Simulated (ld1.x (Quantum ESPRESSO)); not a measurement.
# Ti: excitation energies, all-electron against TM

* Element: Ti
* Generator: ld1.x (Quantum ESPRESSO) 7.5
* Type: norm-conserving Troullier–Martins (Kleinman–Bylander form)
* Functional: LDA (PZ)
* Relativity: scalar-relativistic
* Frozen core: [Ar]
* Valence charge: 4
* Reference configuration: 3d2 4s2 4p0
* Partial waves: 4p (bound, empty): rc 2.50 bohr; 3d (bound): rc 2.20 bohr; 4s (bound): rc 2.10 bohr
* Local potential: the s channel
* Core correction: a·sin(br)/r model core inside 2.15 bohr

Energies are relative to the spin-unpolarised reference configuration 3d2 4s2 4p0; without spin polarisation the order of configurations can differ from experiment. Spin-polarised rows fill each open shell by Hund’s rule, majority spin first. The frozen-core shift is the all-electron ΔE with the core orbitals held at their reference shape minus the fully relaxed ΔE.

Problem. Give the all-electron excitation energy and the error of the potential for: 3d2 4s1 4p0; 3d2 4s0 4p0; 3d1 4s0 4p0; 3d1 4s2 4p1; 3d2.5 4s1.5 4p0; 3d3 4s0 4p0; 3d2 4s0 4p1; 3d2 4s2 4p0 (spin-polarised); 3d2 4s1 4p0 (spin-polarised).

Solution.

```
       valence configuration  charge  ΔE all-electron (eV)  error AE − PS (meV)  frozen-core shift (meV)
                 3d2 4s1 4p0      +1                 7.536                 +0.4                     +1.9
                 3d2 4s0 4p0      +2                21.336                  -23                      +17
                 3d1 4s0 4p0      +3                48.525                 -278                     +730
                 3d1 4s2 4p1       0                 4.814                 +7.6                     +286
             3d2.5 4s1.5 4p0       0                 0.324                  -16                      +30
                 3d3 4s0 4p0      +1                 7.558                  -78                     +133
                 3d2 4s0 4p1      +1                11.384                 -4.7                     +5.3
3d2 4s2 4p0 (spin-polarised)       0                -0.670                 +894                     +1.9
3d2 4s1 4p0 (spin-polarised)      +1                 6.292                +1017                     +3.5
```

Levels in the configuration 3d2 4s2 4p0 (spin-polarised):

```csv
level,all-electron (eV),pseudo (eV)
3d up,-4.967,-5.458
4s up,-4.793,-4.790
4s down,-4.328,-4.241
```

Note: ghost state, extra bound levels that the all-electron valence spectrum of the same l lacks: p at -331.4 eV. A true bound ghost makes a file unfit for plane-wave use.
